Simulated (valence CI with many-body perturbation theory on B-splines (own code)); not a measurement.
**Questions on Pb X**

Computed by valence CI with perturbative core correlation (CI+MBPT): five valence electrons over a frozen Dirac-Fock core [Xe] 4f14, a basis of 7 s, 7 p, 8 d, 6 f, 4 g, 1 h functions for each j, with the one-electron correlation potential Σ1, the two-electron term Σ2, the three-electron term Σ3, Breit, model QED; selected CI, second order for the rest, scaled by the run's own slope (own B-spline code, finite nucleus).

No measured spectrum was set against this ion. As an estimate, terms of the open shell hold to 2 to 4 % of their energy, and close levels can change places. Among the levels kept, up to 1100 cm⁻¹ of a level comes from second order outside the variational space, and about a tenth of that is noise between levels of different J, which matters for small intervals. Excitations out of the core, of the other parity, are not computed and may begin above about 48.5 eV (a cautious bound); beyond it only levels of the ground parity were kept, without lifetimes.

Levels are named by their leading jj configuration (3d3/2^4 stands for four electrons in 3d with j = 3/2), which in mixed levels can hold well under half, so a name can repeat and another be missing.

Rates and lifetimes use the calculated energies. Strong lines usually hold to 10 to 20 %, long lifetimes can be off by a factor of two.

(1) What is the ground level?

(2) What is the ionisation energy?

(3) Where does the other parity begin?

(4) How well does LS coupling describe the low levels?

(5) Name the longest-lived excited levels whose lifetime is computed, and their main decay.

## Answers

(1) (5d3/2^4 5d5/2) J=5/2, composition 57 % 5d5 6S + 26 % 5d5 4P + 7 % 5d5 2D, g = 1.754.

(2) 159.55 eV; NIST lists 158 ± 2.2 eV (theoretical).

(3) At (5d3/2^4 6p1/2) J=1/2, 48.356 eV.

(4) Among the lowest 20 levels the leading LS term, summed over configurations, holds 51 % on average. For single configurations the figures are 50 % in LS and 77 % in jj coupling. Terms mix most in the J = 7/2 level at 6.007 eV, where the leading one holds 24 %.

(5) (5d3/2^3 5d5/2^2) J=9/2 at 4.822 eV lives 243 ms, mostly by M1 to (5d3/2^3 5d5/2^2) J=7/2; (5d3/2^3 5d5/2^2) J=1/2 at 5.227 eV lives 57.1 ms, mostly by M1 to (5d3/2^3 5d5/2^2) J=3/2; (5d3/2^2 5d5/2^3) J=13/2 at 7.984 eV lives 23.0 ms, mostly by M1 to (5d3/2^3 5d5/2^2) J=11/2. The lifetime of (5d3/2^3 5d5/2^2) J=11/2 is too uncertain to give, and may be longer.
